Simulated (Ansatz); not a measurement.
`C=[C]1[CH2][GeH]1[NH2]`, relaxed with RKS PBE-D4/def2-SVP in Ansatz 0.2.0 from a rough embedded geometry. The force threshold is 0.03 eV/Å; the program also tests the step.

Total charge 0; spin multiplicity 1.

Start:

```xyz
12

C    -0.452    1.940    0.324
C    -0.177    0.817   -0.203
C     0.566    0.043   -1.182
Ge   -0.476   -1.261   -0.403
N     0.388   -2.010    1.134
H    -0.005    2.892    0.044
H    -1.190    1.995    1.182
H     1.606   -0.038   -1.023
H     0.203    0.287   -2.274
H    -1.960   -1.403   -0.538
H     0.101   -1.404    1.947
H     1.396   -1.858    0.993
```

| step | energy (eV) | largest force (eV/Å) | largest move (Å) |
| --- | --- | --- | --- |
| 1 | -61205.0889 | 4.680 | 0.000 |
| 2 | -61205.7725 | 1.622 | 0.195 |
| 3 | -61206.0125 | 0.983 | 0.193 |
| 4 | -61206.1346 | 0.688 | 0.200 |
| 5 | -61206.1873 | 0.396 | 0.176 |
| 6 | -61206.2011 | 0.307 | 0.200 |
| 7 | -61206.2096 | 0.420 | 0.089 |
| 8 | -61206.2167 | 0.080 | 0.083 |
| 9 | -61206.2186 | 0.049 | 0.071 |
| 10 (rejected) | -61206.2063 | 0.799 | 0.165 |
| 11 (rejected) | -61206.2141 | 0.174 | 0.073 |
| 12 | -61206.2201 | 0.038 | 0.035 |
| 13 (rejected) | -61206.2200 | 0.291 | 0.083 |
| 14 | -61206.2210 | 0.038 | 0.041 |
| 15 | -61206.2217 | 0.066 | 0.049 |
| 16 (rejected) | -61206.2199 | 0.217 | 0.073 |
| 17 | -61206.2223 | 0.030 | 0.037 |
| 18 | -61206.2227 | 0.026 | 0.037 |
| 19 | -61206.2228 | 0.050 | 0.035 |
| 20 | -61206.2229 | 0.025 | 0.005 |

End:

```xyz
12

C    -0.528    2.073    0.311
C    -0.296    0.843   -0.161
C     0.561    0.201   -1.227
Ge   -0.500   -1.067   -0.112
N     0.221   -2.029    1.302
H    -0.035    2.961   -0.131
H    -1.220    2.252    1.150
H     1.660    0.258   -1.098
H     0.255    0.350   -2.281
H    -1.722   -1.765   -0.733
H     0.652   -1.393    1.986
H     0.951   -2.684    0.993
```

It took 29 s on 4 threads of an Arm Neoverse V1 on a shared host, with 0.18 GiB of host memory at the peak.
